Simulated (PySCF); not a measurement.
**Question.** What does the GFN2-xTB structure of `C#Cc1c[c+]1CCC` look like in three dimensions? (Charge +1.)

**Answer.** 
```xyz
17
C8H9 angstrom
C      2.8713    1.1555   -3.1918
C      2.2306    0.5845   -2.3404
C      1.4975   -0.0526   -1.3836
C      1.3769   -1.0194   -0.4012
C      0.2929   -0.2106   -0.6625
C     -1.0638    0.1850   -0.4133
C     -1.6791   -0.4751    0.8270
C     -1.0525    0.0547    2.1107
H      3.4374    1.6468   -3.9339
H      1.8366   -1.8132    0.1428
H     -1.1094    1.2794   -0.3404
H     -1.6425   -0.0628   -1.3147
H     -1.5554   -1.5573    0.7679
H     -2.7479   -0.2619    0.8332
H     -1.2059    1.1274    2.2029
H     -1.5108   -0.4235    2.9708
H      0.0169   -0.1448    2.1420
```

Any rigid rotation of these coordinates is as good. Atoms count from 1 in this order. C3 (unsaturated ring carbon) has angles 150.7°, 150.3° and 59.0°, sum 360.0°, 0.00 Å off the plane of its three neighbours. The C–C distances run from 1.209 Å (C1≡C2, drawn triple) to 1.534 Å (C6–C7, drawn single), a spread of 0.325 Å. C5 (unsaturated ring carbon) has angles 150.8°, 149.8° and 59.4°, sum 360.0°, 0.00 Å off the plane of its three neighbours. The 3-membered ring C3–C4–C5 has internal angles of 59.0° to 61.6°.

Bonds between heavy atoms (Å): C1≡C2 1.209, C2–C3 1.363, C3–C4 1.384, C4–C5 1.377, C5–C6 1.435, C6–C7 1.534, C7–C8 1.524, C3–C5 1.413.

The geometry is computed with GFN2-xTB (gas phase).

Point group: C1 (no symmetry element, even within 0.4 Å). Whether it is a minimum is left open (no frequencies). Torsions: C4–C5–C6–C7 10°, C5–C6–C7–C8 70°.

One conformer stands for the species.
